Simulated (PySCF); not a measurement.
C₄H₈ClF. Atoms are numbered in the order given.

```xyz
14

C     -3.1265    -0.2531     0.1939
C     -1.7088    -0.8197     0.1513
C     -0.6390     0.2753     0.1815
C      0.7664    -0.2820     0.1235
F      0.9466    -0.9956    -1.0257
Cl     1.9904     1.0455     0.1807
H     -3.3154     0.4101    -0.6661
H     -3.2953     0.3370     1.1098
H     -3.8797    -1.0557     0.1691
H     -1.5702    -1.4258    -0.7587
H     -1.5546    -1.5049     1.0043
H     -0.7285     0.8812     1.0976
H     -0.7643     0.9634    -0.6711
H      0.9987    -0.9418     0.9735
```

Geometry optimised at B3LYP-D3(BJ)/def2-SVP. The structure was generated by enumeration; whether it is a known compound was not checked. The values are those of a single conformer.

Calculation: PBE/pcSseg-1 (PySCF).

GIAO shieldings, no solvent; atoms listed in one row are averaged. δ = σ(ref) − σ: ¹³C against TMS (σ = 182.0 ppm); ¹⁹F against CFCl3 (σ = 133.6 ppm); ³⁵Cl against HCl (σ = 936.5 ppm); ¹H against TMS (σ = 31.49 ppm), references at their B3LYP-D3(BJ)/def2-TZVP geometries, non-relativistic (without spin–orbit terms, shifts of atoms bonded to Cl or Br come out too high).

Computed chemical shifts:
```tsv
nucleus	atoms	count	δ (ppm)
¹³C	C4	1	119.3
¹³C	C3	1	50.8
¹³C	C2	1	26.5
¹³C	C1	1	18.5
¹⁹F	F5	1	-169.6
³⁵Cl	Cl6	1	294.6
¹H	H14	1	6.50
¹H	H13	1	2.22
¹H	H12	1	1.89
¹H	H10	1	1.87
¹H	H11	1	1.48
¹H	H7, H8, H9	3	1.34
```
